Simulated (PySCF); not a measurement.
# Multinuclear NMR of C$_{6}$H$_{11}$NOSi

Atoms are numbered as in `[CH3:1]/[C:2]([CH2:3][C:4]([NH2:5])=[O:6])=[C:7]1/[CH2:8][SiH2:9]1`; H(Xn) means a hydrogen on atom n. Ha(N5) is cis to the C=O or C=S heteroatom; Hb(N5) is trans to the C=O or C=S heteroatom.

[PySCF: geometry: GFN2-xTB; shielding tensors at PBE0/pcSseg-1 (GIAO); non-relativistic; a single conformation; no solvent; averaged over atoms made equivalent by symmetry, fast rotation or ring inversion]

Q: What are the ²⁹Si shifts?

A: 
```json
{"atoms": "Si9", "environment": "silicon bonded to 2 C, 2 H, in a 3-membered ring", "σ (ppm)": "492.9", "δ (ppm)": "-125.2"}
```

Shieldings were converted by a linear fit to measured shifts: ²⁹Si (scatter 8.9 ppm rms, 25.8 ppm with the 6 outliers that the fit left out vs TMS, solution or neat liquid). Occasional misses reach two or three times the rms, and more in compound classes unlike the fitted ones.

On a 600 MHz spectrometer ²⁹Si resonates near 119.2 MHz, so 1 ppm is 119.2 Hz.

Q: What are the ¹⁵N shifts?

A: 
| atoms | environment | σ (ppm) | δ (ppm) |
| --- | --- | --- | --- |
| N5 | amide-type nitrogen | 154.5 | -290.4 |

Shieldings were converted by a linear fit to measured shifts: ¹⁵N (scatter 6.3 ppm rms vs CH3NO2, solution or neat liquid). A few per cent of atoms miss by over 2 rms, more outside the fitted compound classes.

On a 600 MHz spectrometer ¹⁵N resonates near 60.8 MHz, so 1 ppm is 60.8 Hz.

Q: Where does ¹⁷O resonate?

A: 
```json
{"atoms": "O6", "environment": "amide-type carbonyl oxygen", "σ (ppm)": "-104.5", "δ (ppm)": "361.9"}
```

Shieldings were converted by a linear fit to measured shifts: ¹⁷O (scatter 10.7 ppm rms, 12.2 ppm with the 3 outliers that the fit left out vs liquid water, solution or neat liquid). Occasional misses reach two or three times the rms, and more in compound classes unlike the fitted ones.

On a 300 MHz spectrometer ¹⁷O resonates near 40.7 MHz, so 1 ppm is 40.7 Hz.

Hydrogen bonding in solution shields acid and N–H amide carbonyl oxygens by tens of ppm.
